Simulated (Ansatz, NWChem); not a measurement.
# Exact exchange and the vertical energy of the triplet above the singlet of CH3Br (bromomethane)

The species is CH3Br (5 atoms), meant as a singlet with charge 0. As SMILES, `CBr`. The shape is that of a PBE0-D4/def2-TZVP optimisation.

The vertical energy of the triplet above the singlet y, in eV, basis cc-pVTZ; a is the functional's share of exact exchange. Programs: Ansatz 0.2.0, NWChem 7.3.0.

| functional | program | a | y (eV) |
| --- | --- | --- | --- |
| TPSS | NWChem | 0 | 5.70 |
| BLYP | Ansatz | 0 | 5.62 |
| B3LYP | Ansatz | 0.2 | 5.72 |
| PBE0 | Ansatz | 0.25 | ? |
| BHLYP | Ansatz | 0.5 | 5.79 |

Fit y = c + s·a to the known rows and predict PBE0.


1. Means of the 4 rows: a = 0.1750, y = 5.707.
2. Σ(Δa)² = 0.1675, Σ(Δa·Δy) = 0.04375, so the slope is 0.04375/0.1675 = 0.26119.
3. Intercept: 5.707 − (0.26119) × 0.1750 = 5.661. The largest residual of the fit is 0.041.
4. PBE0: 5.661 + (0.26119) × 0.25 = 5.73 eV.

The run gave 5.71 eV, so the prediction is off by +0.02 eV, within the scatter of the fit. The rows mix families of semi-local functionals, which the line can't see. Spin-orbit coupling is left out.
